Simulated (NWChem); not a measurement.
System: C2H6ClFSi; SMILES [Si@@H](CF)(C)Cl

Excerpt of the output:

```
             Northwest Computational Chemistry Package (NWChem) 7.3.0
             --------------------------------------------------------

 C1  symmetry detected

                             Geometry "geometry" -> ""
                             -------------------------

 Output coordinates in angstroms (scale by  1.889725989 to convert to a.u.)

  No.       Tag          Charge          X              Y              Z
 ---- ---------------- ---------- -------------- -------------- --------------
    1 C                    6.0000    -1.91204983     1.14947098    -0.20819879
    2 Si                  14.0000    -0.42697224     0.17184692     0.39910015
    3 Cl                  17.0000     1.32553571     1.19263089    -0.10362958
    4 C                    6.0000    -0.37790699    -1.54528139    -0.42660629
    5 F                    9.0000     0.65314845    -2.31797522     0.09813398
    6 H                    1.0000    -1.88983117     1.25899500    -1.31116467
    7 H                    1.0000    -2.85808669     0.64424411     0.07689265
    8 H                    1.0000    -1.91556901     2.16461157     0.23635555
    9 H                    1.0000    -0.43539250    -0.00084223     1.88925779
   10 H                    1.0000    -0.24449575    -1.44417945    -1.52899748
   11 H                    1.0000    -1.35171572    -2.06677163    -0.26241857

 Effective nuclear repulsion energy (a.u.)     289.0431070152

                                 NWChem DFT Module
                                 -----------------

 Summary of "ao basis" -> "ao basis" (spherical)
 ------------------------------------------------------------------------------
       Tag                 Description            Shells   Functions and Types
 ---------------- ------------------------------  ------  ---------------------
 C                          def2-svp                 6       14   3s2p1d
 Si                         def2-svp                 8       18   4s3p1d
 Cl                         def2-svp                 8       18   4s3p1d
 F                          def2-svp                 6       14   3s2p1d
 H                          def2-svp                 3        5   2s1p

            General Information
            -------------------
          SCF calculation type: DFT
          Wavefunction type:  closed shell.
          No. of atoms     :    11
          No. of electrons :    58
           Alpha electrons :    29
            Beta electrons :    29
          Charge           :     0
          Spin multiplicity:     1
          Use of symmetry is: off; symmetry adaption is: off
          Maximum number of iterations: 150
          AO basis - number of functions:   108
                     number of shells:    52
          Convergence on energy requested:  1.00D-06
          Convergence on density requested:  1.00D-05
          Convergence on gradient requested:  5.00D-04

              XC Information
              --------------
                        M06-L Method XC Functional
                         M06-L Exchange Functional  1.000
                       M06-L Correlation Potential  1.000

             Grid Information
             ----------------
          Grid used for XC integration:  medium
          Radial quadrature: Mura-Knowles
          Angular quadrature: Lebedev.
          Tag              B.-S. Rad. Rad. Pts. Rad. Cut. Ang. Pts.
          ---              ---------- --------- --------- ---------
          C                   0.70       49          11.0       434
          Si                  1.10       88           8.0       590
          Cl                  1.00       88          11.0       590
          F                   0.50       49          12.0       434
          H                   0.35       45          11.0       434
          Grid pruning is: on
          Number of quadrature shells:   593
          Spatial weights used:  Erf1

      Superposition of Atomic Density Guess
      -------------------------------------

 Sum of atomic energies:        -925.59987001

      Non-variational initial energy
      ------------------------------

 Total energy =    -927.506346
 1-e energy   =   -1853.948910
 2-e energy   =     637.399457
 HOMO         =      -0.326666
 LUMO         =       0.065718

     ---------------------------------------------
      Total Density - Mulliken Population Analysis
     ---------------------------------------------

    Atom       Charge   Shell Charges
 -----------   ------   -------------------------------------------------------
    1 C    6     6.59   1.99  0.96  0.29  2.10  1.24  0.01
    2 Si  14    13.13   2.00  1.99  0.99  0.16  5.93  1.01  0.83  0.21
    3 Cl  17    17.44   2.00  1.99  1.22  0.72  5.94  2.17  3.38  0.01
    4 C    6     5.89   1.99  0.94  0.28  1.75  0.88  0.05
    5 F    9     9.45   1.99  1.14  0.79  3.45  2.08  0.00
    6 H    1     0.86   0.65  0.19  0.03
    7 H    1     0.86   0.65  0.19  0.03
    8 H    1     0.86   0.65  0.19  0.03
    9 H    1     1.09   0.70  0.37  0.01
   10 H    1     0.92   0.68  0.21  0.02
   11 H    1     0.92   0.68  0.21  0.02

   convergence    iter        energy       DeltaE   RMS-Dens  Diis-err
 ---------------- ----- ----------------- --------- --------- ---------
 d= 0,ls=0.0,diis     1   -928.9476589510 -1.22D+03  1.19D-02  5.35D-01
 d= 0,ls=0.0,diis     2   -928.9048775006  4.28D-02  6.94D-03  1.06D+00
 d= 0,ls=0.0,diis     3   -929.0122108767 -1.07D-01  1.33D-03  3.10D-02
 d= 0,ls=0.0,diis     4   -929.0145831632 -2.37D-03  6.06D-04  4.03D-03
 d= 0,ls=0.0,diis     5   -929.0150751646 -4.92D-04  1.87D-04  3.15D-04
  Resetting Diis
 d= 0,ls=0.0,diis     6   -929.0151168333 -4.17D-05  4.47D-05  1.48D-05
 d= 0,ls=0.0,diis     7   -929.0151183653 -1.53D-06  3.33D-05  4.06D-06
 d= 0,ls=0.0,diis     8   -929.0151179271  4.38D-07  1.98D-05  7.09D-06
 d= 0,ls=0.0,diis     9   -929.0151189161 -9.89D-07  1.32D-06  3.94D-08

         Total DFT energy =     -929.015118916117
      One electron energy =    -1857.667536235037
           Coulomb energy =      712.354807353457
    Exchange-Corr. energy =      -72.745497049761
 Nuclear repulsion energy =      289.043107015224

 Numeric. integr. density =       57.999990200259

                       DFT Final Molecular Orbital Analysis
                       ------------------------------------

 Vector   27  Occ=2.000000D+00  E=-3.019430D-01
              MO Center=  7.5D-01, -7.0D-02, -1.4D-01, r^2= 4.0D+00
   Bfn.  Coefficient  Atom+Function         Bfn.  Coefficient  Atom+Function
  ----- ------------  ---------------      ----- ------------  ---------------
    44      0.358235   3 Cl py               70     -0.308401   5 F  pz
    45      0.267992   3 Cl pz               41      0.257164   3 Cl py
    73      0.223764   5 F  pz               42      0.202538   3 Cl pz
    99      0.192086  10 H  s                43     -0.159923   3 Cl px
    56     -0.160137   4 C  pz               38      0.150888   3 Cl py

 Vector   28  Occ=2.000000D+00  E=-2.808814D-01
              MO Center=  5.8D-01,  9.8D-01,  1.3D-01, r^2= 3.1D+00
   Bfn.  Coefficient  Atom+Function         Bfn.  Coefficient  Atom+Function
  ----- ------------  ---------------      ----- ------------  ---------------
    45      0.441037   3 Cl pz               42      0.319158   3 Cl pz
    43      0.269474   3 Cl px               44     -0.221755   3 Cl py
    94     -0.194630   9 H  s                40      0.192484   3 Cl px
    39      0.185906   3 Cl pz                4      0.175786   1 C  px
    41     -0.161088   3 Cl py               95     -0.146498   9 H  s

 Vector   29  Occ=2.000000D+00  E=-2.648253D-01
              MO Center=  1.5D-01, -6.2D-01, -5.8D-02, r^2= 4.0D+00
   Bfn.  Coefficient  Atom+Function         Bfn.  Coefficient  Atom+Function
  ----- ------------  ---------------      ----- ------------  ---------------
    69      0.282535   5 F  py               44      0.280492   3 Cl py
    55      0.276000   4 C  py               72     -0.218626   5 F  py
    41      0.203172   3 Cl py               45      0.201695   3 Cl pz
    70      0.190636   5 F  pz               23     -0.187638   2 Si py
    53      0.174510   4 C  s                56      0.165333   4 C  pz

 Vector   30  Occ=0.000000D+00  E= 8.331098D-03
              MO Center= -3.0D-01,  4.1D-02,  3.1D-01, r^2= 3.9D+00
   Bfn.  Coefficient  Atom+Function         Bfn.  Coefficient  Atom+Function
  ----- ------------  ---------------      ----- ------------  ---------------
    25      0.912976   2 Si px                3      0.530516   1 C  s
    17      0.452428   2 Si s                36     -0.446910   3 Cl s
    43      0.403657   3 Cl px               26      0.340858   2 Si py
    22      0.311930   2 Si px               44      0.288154   3 Cl py
    53      0.257019   4 C  s                90     -0.248217   8 H  s

 Vector   31  Occ=0.000000D+00  E= 3.260986D-02
              MO Center= -5.6D-01, -8.1D-02,  1.0D-01, r^2= 4.8D+00
   Bfn.  Coefficient  Atom+Function         Bfn.  Coefficient  Atom+Function
  ----- ------------  ---------------      ----- ------------  ---------------
     3      1.191700   1 C  s                26     -0.867486   2 Si py
    27      0.476266   2 Si pz               85     -0.444559   7 H  s
    95     -0.420236   9 H  s                90     -0.386710   8 H  s
    58     -0.363644   4 C  py               43     -0.315801   3 Cl px
    67     -0.297895   5 F  s               100      0.290463  10 H  s

 Vector   32  Occ=0.000000D+00  E= 5.224839D-02
              MO Center= -7.2D-01,  3.0D-02,  1.7D-01, r^2= 4.9D+00
   Bfn.  Coefficient  Atom+Function         Bfn.  Coefficient  Atom+Function
  ----- ------------  ---------------      ----- ------------  ---------------
    53      1.520215   4 C  s                27      0.916880   2 Si pz
    26      0.847446   2 Si py              105     -0.661485  11 H  s
    95     -0.644970   9 H  s                90     -0.371252   8 H  s
    80      0.315704   6 H  s               100     -0.305724  10 H  s
    85     -0.291467   7 H  s                18     -0.280074   2 Si s

     ---------------------------------------------
      Total Density - Mulliken Population Analysis
     ---------------------------------------------

    Atom       Charge   Shell Charges
 -----------   ------   -------------------------------------------------------
    1 C    6     6.42   1.99  0.90  0.34  2.09  1.10  0.01
    2 Si  14    13.33   2.00  1.99  1.08  0.02  5.93  1.26  0.75  0.30
    3 Cl  17    17.33   2.00  1.99  1.23  0.75  5.93  2.14  3.27  0.02
    4 C    6     5.97   1.99  0.94  0.25  1.99  0.76  0.05
    5 F    9     9.31   1.99  1.16  0.80  3.31  2.05  0.01
    6 H    1     0.90   0.74  0.14  0.03
    7 H    1     0.91   0.74  0.14  0.03
    8 H    1     0.89   0.73  0.13  0.03
    9 H    1     1.08   0.76  0.30  0.01
   10 H    1     0.93   0.76  0.15  0.02
   11 H    1     0.94   0.76  0.15  0.02

     -------------------------------------------
      Total Density - Lowdin Population Analysis
     -------------------------------------------

    Atom       Charge   Shell Charges
 -----------   ------   -------------------------------------------------------
    1 C    6     6.27   1.97  0.60  0.35  1.88  1.44  0.04
    2 Si  14    13.50   2.00  1.93  0.68  0.31  5.82  1.29  1.03  0.45
    3 Cl  17    17.11   2.00  1.96  1.04  0.81  5.82  2.26  3.20  0.02
    4 C    6     6.03   1.96  0.63  0.34  1.80  1.18  0.12
    5 F    9     9.17   1.98  1.04  0.75  3.20  2.19  0.01
    6 H    1     0.95   0.63  0.25  0.07
    7 H    1     0.95   0.63  0.25  0.07
    8 H    1     0.95   0.63  0.25  0.07
    9 H    1     1.10   0.66  0.41  0.02
   10 H    1     0.98   0.65  0.26  0.07
   11 H    1     0.98   0.65  0.26  0.07

     Multipole analysis of the density
     ---------------------------------

     L   x y z        total         alpha         beta         nuclear
     -   - - -        -----         -----         ----         -------
     0   0 0 0     -0.000000    -29.000000    -29.000000     58.000000

     1   1 0 0     -1.228272     -0.614136     -0.614136     -0.000000
     1   0 1 0      0.147584      0.073792      0.073792     -0.000000
     1   0 0 1     -0.250135     -0.125068     -0.125068     -0.000000

     2   2 0 0    -32.600866   -152.964992   -152.964992    273.329118
     2   1 1 0      0.724315      5.149784      5.149784     -9.575253
     2   1 0 1      0.028815     -1.633927     -1.633927      3.296669
     2   0 2 0    -35.324302   -210.943713   -210.943713    386.563124
     2   0 1 1      0.962295     -1.287668     -1.287668      3.537631
     2   0 0 2    -32.301700    -36.877538    -36.877538     41.453375
```

Level: M06-L/def2-SVP. The geometry was optimised at PBE-D3(BJ)/def2-SVP.

**Question.** Reconstruct the input file.

**Answer.** Several could match; the one computed here: the input that was run:
```
start job
memory heap 200 mb stack 900 mb global 1100 mb
geometry units angstroms noautoz
  C     -1.922078     1.094775    -0.204415
  Si    -0.414785     0.148850     0.398337
  Cl     1.311988     1.227847    -0.070749
  C     -0.309969    -1.550994    -0.457392
  F      0.738339    -2.303490     0.062496
  H     -1.893898     1.224799    -1.305016
  H     -2.855642     0.557850     0.063329
  H     -1.958208     2.101208     0.258120
  H     -0.430564    -0.050909     1.885048
  H     -0.170410    -1.426244    -1.556595
  H     -1.269832    -2.102776    -0.311061
end
basis spherical
  C library def2-svp
  Si library def2-svp
  Cl library def2-svp
  F library def2-svp
  H library def2-svp
end
dft
  xc m06-l
  iterations 150
  mulliken
end
task dft energy
```
